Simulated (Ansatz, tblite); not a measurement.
Adding an electron: Be3Se2⁺. The state is a doublet with charge 1. Geometry: PBE-D4/def2-SVP. Ansatz, gas phase; energy differences of separate SCF runs; the reduced species is a singlet (the triplet lies 0.23 eV higher at PBE0-D4/def2-TZVP).

```xyz
5

Be    0.592    0.080   -1.170
Be    0.707   -0.253    1.078
Be   -1.299    0.173    0.093
Se    0.242    1.692    0.238
Se   -0.242   -1.692   -0.238
```

The xTB rows come from tblite. The structure comes from a short search, and lower isomers may exist.

Question: Estimate orbital energies and vertical electron affinities at: GFN1-xTB; GFN2-xTB; PBE-D4/def2-TZVP; r2SCAN-D4/def2-TZVP; PBE0-D4/def2-TZVP.

Answer: 
```csv
level,−HOMO (eV),−LUMO (eV),vertical EA (eV),HOMO–LUMO gap (eV),remarks
GFN1-xTB,–,–,11.09,–,–
GFN2-xTB,–,–,11.39,–,–
PBE-D4/def2-TZVP,9.55,8.42,6.38,1.13,"restricted singlet, untested (singlet)"
r2SCAN-D4/def2-TZVP,9.72,7.81,6.17,1.91,"restricted singlet, untested (singlet)"
PBE0-D4/def2-TZVP,10.08,7.67,6.26,2.41,"restricted singlet, untested (singlet)"
```

  HOMO and LUMO are the levels of the spin that leaves or enters (xTB has no such levels and no spin-polarisation term). Other spin states of the ions may lie lower, which would lower the ionisation energy or raise the affinity. Raw xTB energy differences between charge states are shifted by several eV; the methods need an empirical correction for them.
